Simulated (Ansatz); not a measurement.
H7NSSi2 can be A, `N[SiH2][SiH2]S`, or B, `N[SiH2]S[SiH3]`.

Program: Ansatz. Geometries: PBE0-D4/def2-TZVP. ΔE: electronic, gas phase. CCSD(T)/CBS is the MP2 limit (def2-TZVPP, def2-QZVPP) plus CCSD(T) − MP2 in def2-TZVPP, frozen cores. DFT in def2-TZVPP. B3LYP here is the variant with VWN-RPA as its local correlation; programs differ in this. One conformer a species, not always the lowest.

Q: Which isomer does CCSD(T)/CBS put lower? Give the gap. (An estimate is asked.)

A: Ansatz gave: B, by 18.6 kcal/mol.

Q: Give E(B) − E(A) in kcal/mol with ωB97M-V, CCSD(T)/def2-TZVPP, r2SCAN-D4, PBE-D4, B2PLYP, B3LYP-D4, PBE0-D4. (Estimate.)

A: Computed: ωB97M-V -19.1, CCSD(T)/def2-TZVPP -18.1, r2SCAN-D4 -18.1, PBE-D4 -15.8, B2PLYP -18.5, B3LYP-D4 -17.4, PBE0-D4 -16.8. None reverses the order clearly.

Largest T1 diagnostic: 0.011.

From PBE to PBE0 (25 % exact exchange), in def2-TZVPP and without D4, E(B) − E(A) moves by −1.0 kcal/mol.
